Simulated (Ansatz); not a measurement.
Consider the atomization: `Cc1ccc(C)c(C)c1` → 9 C• + 12 H•.

Program: Ansatz. Geometries: PBE0-D4/def2-TZVP. ΔE: electronic, gas phase. CCSD(T)/CBS adds triple-zeta CCSD(T) − MP2 to the extrapolated MP2 energy (def2 sets, frozen cores). This one scheme is used for every species, atoms too. For atomizations the MP2-based limit and the directly extrapolated one differ by several kJ/mol either way, and by 10 to 25 for some Ge, Se and Sn compounds, so smaller differences from it don't rank the levels. DFT in def2-TZVPP. Open shells (•) are unrestricted, without spin–orbit coupling. Spin–orbit coupling would lower the free atoms: a little for C.

CCSD(T)/CBS gives +9427.9 kJ/mol.

Q: Another level gave +9464.5 kJ/mol. Which?
A. HF/def2-TZVPP
B. CCSD/def2-TZVPP
C. r2SCANh-D4/def2-TZVPP
D. B2PLYP/def2-TZVPP

A: C. r2SCANh-D4 9464.5, HF/def2-TZVPP 7106.9, B2PLYP 9379.4, CCSD/def2-TZVPP 9076.8 kJ/mol.

Largest T1 diagnostic among the species: 0.010.

Leaving LDA and LC-ωPBE aside and taking each functional with its dispersion term where it has one, the values, not all of them listed here, spread over 507.1 kJ/mol, from BHLYP-D4 to PBE-D4. LDA lies +1145.5 kJ/mol from PBE without D4, its usual overbinding. From r2SCAN to r2SCAN0 (25 % exact exchange), in def2-TZVPP and without D4, ΔE moves by −110.2 kJ/mol: exact exchange takes away binding that semilocal exchange gives to molecules. At CCSD(T), def2-SVP lies −302.1 kJ/mol from the extrapolated value and def2-TZVPP −200.9 kJ/mol: correlation converges slowly with the basis, and small sets miss more of it in the bonded molecule than in its fragments.
